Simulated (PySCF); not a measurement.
B(F)(NMe2)(SH) (C2H7BFNS), SMILES FB(N(C)C)S. Coordinates come from a PBE0-D3(BJ)/def2-SVP optimisation. This is a generated structure with no PubChem entry under its InChIKey; it may be hypothetical. The values are those of a single conformer.

Level of theory: PySCF with PBE0-D3(BJ)/def2-SVP.

Harmonic wavenumbers (cm⁻¹): 88, 131, 179, 212, 270, 301, 334, 394, 422, 574, 617, 799, 979, 1083, 1114, 1144, 1172, 1259, 1302, 1428, 1448, 1459, 1470, 1471, 1475, 1573, 2751, 3020, 3026, 3089, 3095, 3174, 3195. Rotational constants (GHz): 4.097, 2.095, 1.414; symmetry number 1.

Work out the zero-point energy and the ideal-gas rigid-rotor harmonic-oscillator thermochemistry at 298.15 K and 1 atm.

ZPE = ½ Σ hcν = ½ × 44052 cm⁻¹ = 62.98 kcal/mol. H − E(el) = 68.50 kcal/mol. Entropy in cal/(mol K): translation 39.92, rotation 27.67, vibration 18.71, total 86.30. G − E(el) = 42.77 kcal/mol. Cp = 28.49 cal/(mol K). Modes under 150 cm⁻¹ make the vibrational entropy uncertain.
